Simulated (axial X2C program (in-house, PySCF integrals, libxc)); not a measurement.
Ω levels of FTbF from open-shell CI on f9 s0

Computed with an axial X2C code built on PySCF integrals: two-component X2C with atomic mean-field Coulomb and Gaunt terms, basis F dyall-av3z, Tb dyall-v3z (cores contracted in-house). Orbitals come from Hartree–Fock averaged over the configuration Tb f9 s0; CI then distributes these electrons over the f, s shells of Tb.

F–Tb–F held linear, both bonds 2.180 Å (near the minimum of the configuration average).

Lowest levels of this model:

```json
{"Ω": "15/2", "energy (cm⁻¹)": "0", "g∥": "19.93", "configuration": "100% f9"}
{"Ω": "13/2", "energy (cm⁻¹)": "753", "g∥": "16.70", "configuration": "100% f9"}
{"Ω": "11/2", "energy (cm⁻¹)": "1484", "g∥": "13.63", "configuration": "100% f9"}
{"Ω": "9/2", "energy (cm⁻¹)": "2122", "g∥": "10.90", "configuration": "100% f9"}
{"Ω": "7/2", "energy (cm⁻¹)": "2556", "g∥": "8.64", "configuration": "100% f9"}
{"Ω": "5/2", "energy (cm⁻¹)": "2745", "g∥": "6.44", "configuration": "100% f9"}
{"Ω": "1/2", "energy (cm⁻¹)": "2785", "g∥": "1.35", "configuration": "100% f9"}
{"Ω": "3/2", "energy (cm⁻¹)": "2787", "g∥": "3.99", "configuration": "100% f9"}
{"Ω": "13/2", "energy (cm⁻¹)": "3261", "g∥": "17.20", "configuration": "100% f9"}
{"Ω": "11/2", "energy (cm⁻¹)": "3774", "g∥": "13.65", "configuration": "100% f9"}
{"Ω": "9/2", "energy (cm⁻¹)": "4182", "g∥": "10.52", "configuration": "100% f9"}
{"Ω": "7/2", "energy (cm⁻¹)": "4561", "g∥": "7.70", "configuration": "100% f9"}
{"Ω": "5/2", "energy (cm⁻¹)": "4960", "g∥": "5.43", "configuration": "100% f9"}
{"Ω": "3/2", "energy (cm⁻¹)": "5231", "g∥": "3.51", "configuration": "100% f9"}
{"Ω": "1/2", "energy (cm⁻¹)": "5333", "g∥": "1.23", "configuration": "100% f9"}
{"Ω": "11/2", "energy (cm⁻¹)": "5794", "g∥": "14.62", "configuration": "100% f9"}
{"Ω": "9/2", "energy (cm⁻¹)": "5826", "g∥": "10.84", "configuration": "100% f9"}
{"Ω": "7/2", "energy (cm⁻¹)": "6037", "g∥": "7.25", "configuration": "100% f9"}
{"Ω": "5/2", "energy (cm⁻¹)": "6416", "g∥": "4.29", "configuration": "100% f9"}
{"Ω": "3/2", "energy (cm⁻¹)": "6906", "g∥": "2.61", "configuration": "100% f9"}
{"Ω": "1/2", "energy (cm⁻¹)": "7191", "g∥": "0.99", "configuration": "100% f9"}
{"Ω": "7/2", "energy (cm⁻¹)": "7368", "g∥": "7.90", "configuration": "100% f9"}
{"Ω": "5/2", "energy (cm⁻¹)": "7477", "g∥": "3.54", "configuration": "100% f9"}
{"Ω": "9/2", "energy (cm⁻¹)": "7612", "g∥": "11.67", "configuration": "100% f9"}
{"Ω": "3/2", "energy (cm⁻¹)": "8154", "g∥": "2.56", "configuration": "100% f9"}
{"Ω": "1/2", "energy (cm⁻¹)": "8571", "g∥": "0.91", "configuration": "100% f9"}
{"Ω": "11/2", "energy (cm⁻¹)": "11073", "g∥": "15.95", "configuration": "100% f9"}
```

g∥ is the magnitude of 2⟨Lz + ge Sz⟩ for the +Ω component.

(1) From Ω and g∥ of the lowest level, whose 2⟨Lz + ge Sz⟩ is positive, find ⟨Sz⟩ and ⟨Lz⟩ (ge = 2.0023).

Occupations of the active spinors in the lowest level by ω, shell by shell in order of energy: -7/2: 0.00; -5/2: 0.94 0.06; -3/2: 0.86 0.14; -1/2: 0.74 0.26 0.00; 1/2: 0.46 0.54 0.00; 3/2: 1.00 1.00; 5/2: 1.00 1.00; 7/2: 1.00. The leading determinant has weight 0.32 among 208.

This point took 7.7 s on 1 thread of Arm Neoverse N1 (shared host).

There is no dynamic correlation: spin–orbit spacings and, for f shells, spacings inside one term are the most reliable numbers, splittings between terms come out too wide, and energies between configurations are not reliable, so the lowest level need not be the ground state of the molecule. At most 4 roots were kept for each Ω > 0 (twice that for Ω = 0) within 2.2 eV of the lowest, so higher up levels can be missing between those listed; levels with Ω > 0 are doubly degenerate and listed once, Ω = 0 levels singly. States that fill the shells left empty in the average are placed too high. The molecule was held linear; bending was not examined.

## Answers

(1) Ω = ⟨Lz⟩ + ⟨Sz⟩ = 15/2 and ⟨Lz⟩ + ge⟨Sz⟩ = 9.965, so ⟨Sz⟩ = 2.46 and ⟨Lz⟩ = 5.04.
